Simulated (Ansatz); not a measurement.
```xyz
7

C     0.0000    0.0000   -1.2031
C     0.0000    0.0000    0.0000
C     0.0000    0.0000    1.2031
H     0.0000   -0.8618   -1.7249
H     0.0000    0.8618   -1.7249
H    -0.8618    0.0000    1.7249
H     0.8618    0.0000    1.7249
```

Basis set: cc-pVDZ (spherical functions). Correlated methods keep 3 orbitals frozen. Charge 0, multiplicity 1.

Computed with Ansatz (development build ahead of 0.2.0); each method stands on the lowest determinant of its kind that the runs found. Restricted open shells among the atoms or ions are ROHF, correlated in semicanonical orbitals with singles.

(1) Give the atomization energy at this shape (free ground-state atoms in the same class of orbitals less the molecule, no zero-point energy) of singlet C₃H₄ by RHF-MP2, RHF.

## Answers

(1)

```json
{"method": "RHF-MP2", "atomization energy": "618.56 kcal/mol"}
{"method": "RHF", "atomization energy": "487.60 kcal/mol"}
```

Caution: no unrestricted run beside it, a lower state can exist; the shape is not the minimum.
